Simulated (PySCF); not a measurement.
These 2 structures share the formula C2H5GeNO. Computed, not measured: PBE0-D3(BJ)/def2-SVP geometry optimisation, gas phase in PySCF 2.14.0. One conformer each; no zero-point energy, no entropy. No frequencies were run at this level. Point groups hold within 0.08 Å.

Question: Rank from lowest to highest electronic energy at this level (kcal/mol).
A. `[CH3:1][O:2][GeH2:3][C:4]#[N:5]` with C1–O2–Ge3–C4 58°
B. `[N:1]#[C:2][CH2:3][O:4][GeH3:5]` with C2–C3–O4–Ge5 180°

Answer: A (0.0), B (7.5).

| SMILES | E (Eh) | E rel (kcal/mol) | dipole (D) | point group | A, B, C (MHz) |
| --- | --- | --- | --- | --- | --- |
| C[O][GeH2][C]#N | -2285.26516 | 0.0 | 3.04 | C1 | 4734, 2492, 1736 |
| N#CC[O][GeH3] | -2285.25326 | 7.5 | 4.94 | Cs | 24638, 1091, 1066 |
